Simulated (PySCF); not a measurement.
Zn(SH) (HSZn), SMILES [SH][Zn+], charge +1. Atoms are numbered in the order given.

```xyz
3

Zn     0.0018     0.7873     0.0000
S     -0.0827    -1.3838     0.0000
H      1.2672    -1.4786     0.0000
```
Charge +1, spin multiplicity 1.

Coordinates come from a B3LYP-D3(BJ)/def2-TZVP optimisation. The spin state was assumed, not searched. The isomer is the one that the SMILES or the coordinates give; other isomers of the formula were not compared.

These are IEF-PCM-M06-2X/def2-TZVPD in PySCF 2.14.0 values and carry that method's errors.

The values are the electrostatic part of the solvation free energy, E(continuum) − E(gas) at the gas-phase geometry, in a cavity of scaled van der Waals radii (PySCF's table); cavitation and dispersion terms are not included. A continuum can't describe solvent molecules that bind to the metal. In vacuum the orbital gap is 4.78 eV.

Computed values in water (ε = 78.36), chlorobenzene (ε = 5.70), chloroform (ε = 4.71):
| solvent | ε | ΔG(elec) (kcal/mol) | gap (eV) |
|---|---|---|---|
| water | 78.36 | -113.9 | 6.80 |
| chlorobenzene | 5.70 | -90.6 | 6.22 |
| chloroform | 4.71 | -85.8 | 6.11 |
